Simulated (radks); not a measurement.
The numbers below are computed, except where a source is named.
Charge is removed step by step from the 6s level of neutral promethium, starting from [Xe] 4f5 6s2. Level of theory: scalar-relativistic Kohn-Sham, BLYP, spin-unpolarised, spherical densities, finite nucleus; Fermi nuclear charge, rms radius 4.962 fm (a radial shooting solver on a logarithmic mesh with Libxc functionals).

| removed (e) | E - E(0) (eV) | eigenvalue (eV) | E minus straight line (eV) |
|---|---|---|---|
| 0 | 0.000 | -3.406 | 0.000 |
| 0.1 | 0.363 | -3.865 | -0.218 |
| 0.2 | 0.773 | -4.333 | -0.389 |
| 0.3 | 1.230 | -4.808 | -0.513 |
| 0.4 | 1.734 | -5.292 | -0.590 |
| 0.5 | 2.288 | -5.783 | -0.617 |
| 0.6 | 2.891 | -6.281 | -0.595 |
| 0.7 | 3.544 | -6.786 | -0.523 |
| 0.8 | 4.248 | -7.298 | -0.401 |
| 0.9 | 5.003 | -7.815 | -0.226 |
| 1 | 5.810 | -8.339 | 0.000 |

Removing the whole electron costs 5.810 eV by Delta-SCF, against 3.406 eV from minus the eigenvalue at the starting occupation. Slater's transition state (half an electron removed) gives 5.783 eV. Integrating minus the eigenvalue over the occupation (Janak's theorem) gives 5.813 eV. In this scalar-relativistic scheme the density is built from large components alone, so the theorem holds only approximately. The mean slope of the eigenvalue, de/dn, is 4.93 eV per electron. Ionisation energy of Pm in the NIST Atomic Spectra Database: 5.582 eV (measured).

Beside tabulated values, note that spin-unpolarised runs miss the spin-polarisation part of the exchange energy of open shells.
